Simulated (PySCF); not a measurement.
# Broadened absorption spectrum of C5H7O2P

Species: C5H7O2P.
SMILES with atom numbers: `[CH:1]#[C:2][P@@:3]([CH3:4])(=[O:5])[C:6]([CH3:7])=[O:8]` (hydrogens: H9 on C1; H10, H11, H12 on C4; H13, H14, H15 on C7)

Theory: TDDFT PBE0/def2-SVPD, vertical, gas phase, core orbitals frozen in the response (PySCF). Isolated species at its GFN2-xTB geometry (one conformer only). Torsions of this conformer, `[CH:1]#[C:2][P@@:3]([CH3:4])(=[O:5])[C:6]([CH3:7])=[O:8]`: C2–P3–C6–C7 -80°.

Broadening: Gaussians 0.4 eV wide at half height, area fixed by f = 4.319×10⁻⁹ ∫ε dν̃. The width is an assumption, not a result. The curve ends short of the highest state used, and states not computed would add to its high-energy end.

λ (nm), ε (L mol⁻¹ cm⁻¹) and a bar:
```
    212.2       1857 ##############################
    216.0        895 ##############
    219.7        565 #########
    223.5        523 ########
    227.3        538 #########
    231.1        530 #########
    234.8        488 ########
    238.6        405 #######
    242.4        292 #####
    246.2        178 ###
    250.0         92 #
    253.7         41 #
    257.5         16 
    261.3          5 
    265.1          1 
    268.8          0 
    272.6          0 
    276.4          0 
    280.2          0 
    284.0          0 
    287.7          0 
    291.5          0 
    295.3          0 
    299.1          0 
    302.8          1 
    306.6          3 
    310.4          6 
    314.2         12 
    318.0         22 
    321.7         37 #
    325.5         57 #
    329.3         81 #
    333.1        108 ##
    336.8        133 ##
    340.6        155 ###
    344.4        170 ###
    348.2        177 ###
    352.0        175 ###
    355.7        164 ###
    359.5        147 ##
    363.3        127 ##
    367.1        104 ##
    370.8         83 #
    374.6         64 #
    378.4         47 #
    382.2         34 #
    386.0         24 
    389.7         16 
    393.5         11 
    397.3          7 
    401.1          4 
    404.8          3 
    408.6          2 
    412.4          1 
    416.2          1 
    420.0          0
```

(1) Where are the band maxima, and which computed states make them?

(2) Does any computed singlet lie in the visible range?

(3) Coming from long wavelengths, where does ε first pass 100 L mol⁻¹ cm⁻¹?

(4) On this curve, what absorbance would a 10⁻⁴ mol/L sample give at 266 nm over a 1 cm path?

Answers

(1) 349 nm (3.55 eV), ε about 180, made up of S1 (100%); 228 nm (5.43 eV), ε about 540, made up of S2 (34%) and S3 (56%) (hardly more than a shoulder) (ε in L mol⁻¹ cm⁻¹; maxima over ε = 5, shares over 10%). At its high-energy end, 5.84 eV, the curve is still rising (ε about 1800, from S6). The states used: S1 3.55 eV (f 0.0026); S2 5.24 eV (f 0.0051); S3 5.50 eV (f 0.0048); S4 5.64 eV (f 0.0015); S5 5.87 eV (f 0.0018); S6 6.07 eV (f 0.060); S7 6.29 eV (f 0.018); S8 6.44 eV (f 0.0083).

(2) No computed singlet lies in the visible range (380 to 750 nm); the lowest, at 349 nm, stands 0.29 eV above its violet end (3.26 eV); a Tamm–Dancoff triplet lies at 418 nm, without intensity as long as spin–orbit coupling is left out.

(3) At about 368 nm (3.37 eV), 0.18 eV below S1.

(4) 266 nm is 4.661 eV, where ε is about 1.1 L mol⁻¹ cm⁻¹, so A = ε c l ≈ 0.00011 (Beer–Lambert, with the gas-phase spectrum and the assumed width).
